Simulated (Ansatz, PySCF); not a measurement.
This singlet lies 1.79 eV below the relaxed triplet at the level B3LYP/cc-pVTZ // PBE0-D3(BJ)/def2-TZVP (Ansatz, an electronic-structure program).

Z-matrix (Å, degrees):
```
C
C 1 1.3348
H 2 1.0872 1 123.26
H 2 1.0886 3 115.86 1 -179.99
H 1 1.0921 2 117.89 3 0.02
Si 1 1.8830 5 123.66 2 179.96
N 6 1.7105 1 98.33 5 -0.21
H 7 1.0075 6 121.82 1 -179.97
H 7 1.0097 8 112.00 6 -179.96
```
Charge 0, spin multiplicity 1.

Question: What dipole moment, total energy and HOMO does PBE0-D3(BJ)/def2-TZVP run with PySCF give?

Answer: 
The dipole moment is 1.97 D. The total energy is -423.2176 Ha. The HOMO is -6.16 eV.
